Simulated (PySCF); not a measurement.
CHS, SMILES [CH][S] (connectivity only; charge and spin as stated), neutral, multiplicity 2.

Geometry optimised at B3LYP-D3(BJ)/def2-TZVPD.

Computed with TDA-PBE/def2-TZVPD in PySCF.

Vertical excitations. Isolated molecule, no solvent.

| state | energy (eV) | λ (nm) | f | main pairs |
|---|---|---|---|---|
| root 1 | 1.08 | 1152 | 0.000 | α HOMO→LUMO 100 % |
| root 2 | 3.92 | 316 | 0.003 | α HOMO−2→LUMO 57 %, β HOMO−1→LUMO+1 26 %, β HOMO→LUMO 16 % |
| root 3 | 4.04 | 307 | 0.000 | α HOMO−1→LUMO 21 %, β HOMO→LUMO+1 72 % |
| root 4 | 4.39 | 283 | 0.011 | β HOMO→LUMO 65 %, β HOMO−1→LUMO+1 31 % |
| root 5 | 4.51 | 275 | 0.004 | α HOMO→LUMO+1 98 % |
| root 6 | 4.81 | 258 | 0.000 | α HOMO−1→LUMO 30 %, β HOMO−1→LUMO 45 %, β HOMO→LUMO+1 25 % |
| root 7 | 4.89 | 253 | 0.017 | α HOMO→LUMO+2 99 % |
| root 8 | 5.22 | 238 | 0.003 | α HOMO−1→LUMO 48 %, β HOMO−1→LUMO 47 % |
| root 9 | 5.39 | 230 | 0.040 | α HOMO→LUMO+3 99 % |
| root 10 | 5.51 | 225 | 0.002 | α HOMO→LUMO+4 99 % |
Unrestricted roots are not spin-pure.
